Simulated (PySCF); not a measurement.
GeH₂IN, neutral, multiplicity 1. Atoms are numbered in the order given.

```xyz
5

Ge     0.4738    -1.3751     0.0000
I     -0.0542     1.1690     0.0000
N     -1.2483    -1.9498     0.0000
H     -2.0797    -1.3619     0.0000
H     -1.4725    -2.9430     0.0000
```

The structure is a stationary point at r2SCAN-D4/def2-SVP. The def2 effective core potentials stand for the cores of I; spin–orbit coupling is left out. Other conformers were not sampled.

All values below come from CAM-B3LYP/def2-TZVPD (PySCF).

Symmetry labels are those of the subgroup Cs that the program uses (full group Cs).

Question: List the valence orbital energies around the gap with their symmetry. (Estimate from the structure and the level; the computed values follow.)

Answer: 
| orbital | symmetry | energy (eV) |
|---|---|---|
| HOMO−7 | A' | -20.63 |
| HOMO−6 | A' | -16.26 |
| HOMO−5 | A' | -15.73 |
| HOMO−4 | A' | -11.40 |
| HOMO−3 | A" | -10.12 |
| HOMO−2 | A' | -8.85 |
| HOMO−1 | A" | -8.59 |
| HOMO | A' | -8.28 |
| LUMO | A" | -1.13 |
| LUMO+1 | A' | -0.03 |
| LUMO+2 | A' | 0.66 |
| LUMO+3 | A' | 1.22 |
